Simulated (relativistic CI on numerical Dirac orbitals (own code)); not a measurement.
**Spin-allowed bands of a d7 ion in an octahedral site, by hand**

Problem. Take Δ = 12150 cm⁻¹ and B = 940 cm⁻¹ for a high-spin d7 ion in an octahedral site. Calculate the three spin-allowed bands.

Working.
1. The terms of highest spin are 4F (energy 0) and 4P (15B = 14100 cm⁻¹). Here the F term splits into A2 at +1.2Δ = 14580, T2 at +0.2Δ = 2430 and T1 at −0.6Δ = -7290 cm⁻¹.
2. The two T1 states mix through the element 0.4Δ: H = [[-7290, 4860], [4860, 14100]], with roots ½(H₁₁ + H₂₂) ∓ ½√[(H₂₂ − H₁₁)² + 4H₁₂²] = ½(6810) ∓ ½(23495) = -8342 and 15152 cm⁻¹.
3. The ground term is 4T1 at -8342 cm⁻¹.
4. Bands: 4T2 10772 cm⁻¹ (928 nm), 4A2 22922 cm⁻¹ (436 nm), 4T1(P) 23495 cm⁻¹ (426 nm).

Check. Exact diagonalisation of the whole d7 shell with these parameters gives 4T2 10772, 4A2 22922, 4T1 23495 cm⁻¹. The match is exact, since without spin-orbit coupling no other term has this spin. The ratio of the second band to the first, 2.128, depends on Δ/B = 12.9 alone, which is how a Tanabe-Sugano diagram is read.
